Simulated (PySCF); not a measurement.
**Electric properties by functional and basis**

C₃H₁₀O₂Si.
Numbering: `[CH3:1][O:2][SiH:3]([CH3:4])[O:5][CH3:6]` (hydrogens: H7, H8, H9 on C1; H10 on Si3; H11, H12, H13 on C4; H14, H15, H16 on C6)

Cartesian coordinates in Å at the PBE0-D3(BJ)/def2-SVP level; atoms count from 1:
```
atom  x, y, z in Å
C1    -2.0665   -0.9585   -0.7953
O2    -1.2382    0.1632   -0.6600
Si3   -0.2932    0.4619    0.6768
C4     0.5644    2.0756    0.3401
O5     0.7781   -0.7897    0.9177
C6     1.7948   -1.1311    0.0170
H7    -2.3784   -1.0480   -1.8476
H8    -2.9789   -0.8691   -0.1777
H9    -1.5533   -1.8945   -0.5097
H10   -1.1169    0.4682    1.9170
H11    1.2551    2.3330    1.1574
H12   -0.1712    2.8880    0.2388
H13    1.1379    2.0241   -0.5983
H14    2.2543   -2.0779    0.3402
H15    2.5911   -0.3649   -0.0175
H16    1.4135   -1.2709   -1.0109
```

PySCF, dipoles from the SCF density, polarisabilities from static response with core orbitals frozen. Geometry: PBE0-D3(BJ)/def2-SVP, one conformer, isolated molecule.

The anisotropy is √(½[(α1 − α2)² + (α2 − α3)² + (α3 − α1)²]).

```
              level  μ (D)  α (au)  anisotropy (au)
      LDA/def2-SVPD  0.795   75.32            12.51
      PBE/def2-SVPD  0.773   74.11            12.26
    B3LYP/def2-SVPD  0.765   71.25            11.12
     PBE0/def2-SVPD  0.767   70.58            11.12
BHandHLYP/def2-SVPD  0.761   67.99            10.10
CAM-B3LYP/def2-SVPD  0.777   70.10            10.50
  wB97X-D/def2-SVPD  0.775   69.94            10.50
  LC-wPBE/def2-SVPD  0.797   68.48            10.09
       HF/def2-SVPD  0.775   64.60             8.86
        PBE0/6-31G*  0.873   57.57             9.82
       PBE0/6-31+G*  0.836   64.97             9.89
      PBE0/def2-SVP  0.890   59.55            10.08
   PBE0/aug-cc-pVDZ  0.742   72.35            11.78
     PBE0/def2-TZVP  0.800   67.72            10.87
```

The dipole runs from 0.74 D (PBE0/aug-cc-pVDZ) to 0.89 D (PBE0/def2-SVP). No reference polarisability is at hand; against PBE0 in the largest diffuse basis at hand (aug-cc-pVDZ) the other PBE0 rows deviate by 6-31G* -20%, 6-31+G* -10%, def2-SVP -18%, def2-SVPD -2%, def2-TZVP -6%. In one basis (def2-SVPD) the functionals order the polarisability from HF (lowest) to LDA (highest), a spread of 17%. With PBE0 the polarisability is 61.61 au without diffuse functions (mean of 6-31G*, def2-SVP and def2-TZVP) and 69.30 au with them (mean of 6-31+G*, def2-SVPD and aug-cc-pVDZ).
